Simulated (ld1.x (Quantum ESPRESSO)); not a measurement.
# An all-electron radial function and its pseudo partner (Si (Z = 14))

Columns: radius, all-electron u(r) and pseudo u(r) of the 3s shell (level -10.86 eV) of silicon in the configuration [Ne] 3s2 3p2; PW91, scalar-relativistic, TM scheme, ld1.x (Quantum ESPRESSO) 7.5.

```csv
r (bohr),all-electron,pseudo
0.093,0.1374,0.0311
0.185,-0.0948,0.0619
0.278,-0.2758,0.0931
0.370,-0.3391,0.1242
0.463,-0.3089,0.1563
0.555,-0.2204,0.1892
0.648,-0.1003,0.2250
0.740,0.0292,0.2642
0.833,0.1583,0.3097
0.925,0.2766,0.3617
1.018,0.3828,0.4217
1.110,0.4729,0.4861
1.203,0.5489,0.5514
1.295,0.6097,0.6098
1.388,0.6577,0.6577
1.480,0.6931,0.6931
1.573,0.7177,0.7177
1.665,0.7322,0.7322
1.758,0.7382,0.7382
1.850,0.7368,0.7368
1.943,0.7292,0.7292
2.035,0.7167,0.7167
2.128,0.6998,0.6998
2.220,0.6800,0.6800
2.313,0.6573,0.6573
2.405,0.6331,0.6331
```

**Question.** How many radial nodes do the two functions have?

**Answer.** The all-electron 3s function has n − l − 1 = 2; the pseudo-wave has 0, since the states of the same l below it are removed with the core.

**Question.** At about which radius was the pseudo-wave matched?

**Answer.** 1.40 bohr. The columns agree to 0.0005 from 1.29 bohr on; several derivatives are matched, so the curves merge somewhat inside the radius.

**Question.** Is the pseudo-wave norm-conserving?

**Answer.** Yes: the TM scheme keeps the norm inside the radius equal to the all-electron one, which fixes the energy derivative of the logarithmic derivative at the level.
